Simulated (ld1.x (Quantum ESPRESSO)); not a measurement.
PBE TM dataset for germanium, scalar-relativistic all-electron reference.

- Element: germanium
- Generator: ld1.x (Quantum ESPRESSO) 7.5
- Type: norm-conserving Troullier–Martins (Kleinman–Bylander form)
- Functional: PBE
- Relativity: scalar-relativistic
- Frozen core: [Ar]
- Valence charge: 14
- Reference configuration: 3d10 4s2 4p2
- Partial waves: 4s (bound): rc 1.90 bohr; 4p (bound): rc 2.15 bohr; 3d (bound): rc 1.35 bohr
- Local potential: the d channel
- Core correction: none

- Cutoffs needed: 160 Ry and 300 Ry (the cutoffs (Ry, on a coarse ladder) from which the occupation-weighted sum of valence levels, in a spherical-Bessel basis at the reference potential, stays within 10 and 1 mRy of its value at 400 Ry)
- Ghost test: ghost states, extra bound levels that the all-electron valence spectrum of the same l lacks: s at -271.6 eV, p at -79.8 eV; a true bound ghost makes a file unfit for plane-wave use (spherical-Bessel basis up to 400 Ry, 20 bohr box)
- Configuration tests: 2 of 7 tests not solved or not reliable; not counted: 3d9 4s2 4p3 (solver errors, printed error -2333 eV); 3d9 4s2 4p2 (solver errors, printed error -18.6 eV)
